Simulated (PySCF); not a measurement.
Isomers C5H9N2P:

A. `c1n(CC)nc(C)p1`
B. `Cc1nn(C)c(C)p1`
C. `CNP1(=N)C=CC=C1`

Spectrum 1. 1H NMR (400 MHz, computed): δ 3.99 (s, 3H), 2.68 (m, 3H), 2.64 (m, 3H). 13C{1H} NMR (computed): δ 179.7 (C), 178.4 (C), 39.6 (CH3), 20.7 (CH3), 17.5 (CH3).

Spectrum 2. 1H NMR (400 MHz, computed): δ 6.77 (m, 2H), 6.10 (m, 2H), 2.96 (m, 3H), 1.45 (br s, 1H), -0.14 (br s, 1H). 13C{1H} NMR (computed): δ 144.5 (CH), 137.6 (CH), 32.6 (CH3).

Spectrum 3. 1H NMR (400 MHz, computed): δ 8.54 (m, 1H), 4.38 (q, 2H), 2.81 (m, 3H), 1.42 (t, 3H). 13C{1H} NMR (computed): δ 181.2 (C), 163.9 (CH), 52.5 (CH2), 20.7 (CH3), 20.4 (CH3).

Method: shieldings: GIAO PBE0/pcSseg-1, GFN2-xTB geometry, in PySCF (non-relativistic Hamiltonian, one averaged value for each set of equivalent atoms, one conformer, no solvent).

δ = σ(ref) − σ, references computed at the same level: TMS for 1H (σref 31.72) and 13C (σref 186.93). Splittings of carbon signals by F and P are missing where no couplings were computed. Where no couplings were computed, multiplicities follow the n + 1 count of equivalent neighbours, and m marks all less simple cases (inequivalent or close neighbours, rings, F or P nearby). Shifts are as computed. Against solution values, carbons near 30 ppm lie about +3 ppm off and those near 130 ppm about +5 ppm. Of 1211 compounds with measured shifts, 218 miss one by over three times the rms of a fit or turn the order of signals round; such compounds aren't used in these exercises. OH and NH positions are gas-phase values without hydrogen bonding to other molecules.

Which spectrum belongs to which compound?

## Answers

1–B, 2–C, 3–A.

- Spectrum 1 (B): 5 13C signals; δC 39.6 is a methyl carbon bonded to N; δC 20.7 is a methyl carbon on an aromatic ring.
- Spectrum 2 (C): 3 13C signals; δC 144.5 is an alkene CH; δC 137.6 is an alkene CH.
- Spectrum 3 (A): 5 13C signals; δC 163.9 is an aromatic CH next to a ring nitrogen; δC 52.5 is an sp3 CH2 bonded to N.
